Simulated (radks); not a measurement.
Task: The mean radii <r> (bohr) of the occupied orbitals of an atom or ion are listed with their occupations. Method: scalar-relativistic Kohn-Sham, PBE, spin-polarised, spherical densities, point nucleus; computed with a radial shooting solver on a logarithmic mesh with Libxc functionals.

| orbital | occ. | <r> |
|---|---|---|
| 1s up | 1 | 0.02971 |
| 1s down | 1 | 0.02971 |
| 2s up | 1 | 0.1285 |
| 2s down | 1 | 0.1285 |
| 2p up | 3 | 0.1122 |
| 2p down | 3 | 0.1122 |
| 3s up | 1 | 0.3486 |
| 3s down | 1 | 0.3486 |
| 3p up | 3 | 0.3471 |
| 3p down | 3 | 0.3471 |
| 3d up | 5 | 0.3243 |
| 3d down | 5 | 0.3243 |
| 4s up | 1 | 0.8447 |
| 4s down | 1 | 0.8444 |
| 4p up | 3 | 0.9152 |
| 4p down | 3 | 0.9150 |
| 4d up | 5 | 1.141 |
| 4d down | 4 | 1.140 |
| 5s up | 1 | 2.370 |
| 5s down | 1 | 2.376 |
| 5p up | 1 | 3.031 |
| 6s up | 1 | 7.026 |

Name the element and its charge. Open shells, if any, are filled with parallel spins first.

Result: Z = 49, indium, charge 0: In in [Kr] 4d9 5s2 5p1 6s1. The 1s radius gives Z: for a bare nucleus <r> = (2 gamma + 1)/(2Z) with gamma = sqrt(1 - (Z/c)^2), 0.02926 bohr for Z = 49, and screening makes it slightly larger (0.02971 here). The occupations add up to 49, and the charge is Z minus that.
